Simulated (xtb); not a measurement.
BeCl2, singlet, at a GFN2-xTB geometry of the parent state (such geometries of metal compounds can be far from the true shape); GFN0-xTB (xtb 6.7.1).

Input for xtb:
```
$ xtb mol.xyz --gfn 0 --chrg 0 --uhf 0 --json

# file mol.xyz
3

Be     0.00000000     0.00000000     0.00000000
Cl    -0.00000000    -0.00000000    -1.79157820
Cl     0.00000000     0.00000000     1.79157820
```

Problem. Predict the main parts of the log of this xtb run.

Solution. 
```
   ID    Z sym.   atoms
    1    4 Be     1
    2   17 Cl     2, 3

           -------------------------------------------------
          |                Calculation Setup                |
           -------------------------------------------------

           -------------------------------------------------
          |                 G F N 0 - x T B                 |
           -------------------------------------------------

          ...................................................
          :                      SETUP                      :
          :.................................................:
          :  # basis functions                  24          :
          :  # atomic orbitals                  22          :
          :  # shells                            8          :
          :  # electrons                        16          :
          :  electronic temp.          300.0000000     K    :
          :  accuracy                    1.0000000          :
          :  -> integral cutoff          0.2500000E+02      :
          :  -> integral neglect         0.1000000E-07      :
          ...................................................

         :::::::::::::::::::::::::::::::::::::::::::::::::::::
         ::                     SUMMARY                     ::
         :::::::::::::::::::::::::::::::::::::::::::::::::::::
         :: total energy              -9.455201368910 Eh    ::
         :: gradient norm              0.005521484346 Eh/a0 ::
         :: HOMO-LUMO gap              7.751739264221 eV    ::
         ::.................................................::
         :: H0 energy                 -9.454647535581 Eh    ::
         :: repulsion energy           0.018901520208 Eh    ::
         :: electrostat energy        -0.018945831013 Eh    ::
         :: -> Gsolv                   0.000000000000 Eh    ::
         ::    -> Gsasa                0.000000000000 Eh    ::
         ::    -> Gshift               0.000000000000 Eh    ::
         :: dispersion energy         -0.000509522524 Eh    ::
         :: short-range corr.          0.000000000000 Eh    ::
         :: add. restraining           0.000000000000 Eh    ::
         :: total charge               0.000000000000 e     ::
         :::::::::::::::::::::::::::::::::::::::::::::::::::::

           -------------------------------------------------
          |                Property Printout                |
           -------------------------------------------------

    * Orbital Energies and Occupations

         #    Occupation            Energy/Eh            Energy/eV
      -------------------------------------------------------------
         1        2.0000           -0.9795586             -26.6551
         2        2.0000           -0.9733042             -26.4850
         3        2.0000           -0.4736376             -12.8883
         4        2.0000           -0.4671600             -12.7121
         5        2.0000           -0.4671600             -12.7121
         6        2.0000           -0.4632226             -12.6049
         7        2.0000           -0.4516404             -12.2898
         8        2.0000           -0.4516404             -12.2898 (HOMO)
         9                         -0.1667692              -4.5380 (LUMO)
        10                         -0.1218325              -3.3152
        11                         -0.1218325              -3.3152
        12                         -0.0680983              -1.8530
        13                         -0.0649997              -1.7687
        14                         -0.0649997              -1.7687
        15                         -0.0649309              -1.7669
        16                         -0.0649309              -1.7669
        17                         -0.0645148              -1.7555
        18                         -0.0645148              -1.7555
        19                         -0.0412026              -1.1212
       ...                                ...                  ...
        22                          1.3452249              36.6054
      -------------------------------------------------------------
                  HL-Gap            0.2848712 Eh            7.7517 eV
             Fermi-level            0.0000000 Eh            0.0000 eV

     #   Z          covCN         q      C6AA      α(0)
     1   4 Be       1.529     0.288    35.544    13.231
     2  17 Cl       0.765    -0.144   101.529    15.401
     3  17 Cl       0.765    -0.144   101.529    15.401

 Mol. C6AA /au·bohr⁶  :        665.099261
 Mol. C8AA /au·bohr⁸  :      28162.101993
 Mol. α(0) /au        :         44.033527

Wiberg/Mayer (AO) data.
largest (>0.10) Wiberg bond orders for each atom

 ---------------------------------------------------------------------------
     #   Z sym  total        # sym  WBO       # sym  WBO       # sym  WBO
 ---------------------------------------------------------------------------
     1   4 Be   1.519 --     3 Cl   0.759     2 Cl   0.759
     2  17 Cl   0.791 --     1 Be   0.759
     3  17 Cl   0.791 --     1 Be   0.759
 ---------------------------------------------------------------------------

Topologies differ in total number of bonds
Writing topology from bond orders to xtbtopo.mol

 dipole moment from electron density (au)
     X       Y       Z
   0.0000  -0.0000  -0.0000  total (Debye):    0.000

           -------------------------------------------------
          | TOTAL ENERGY               -9.455201368910 Eh   |
          | GRADIENT NORM               0.005521484346 Eh/α |
          | HOMO-LUMO GAP               7.751739264221 eV   |
           -------------------------------------------------

normal termination of xtb
```
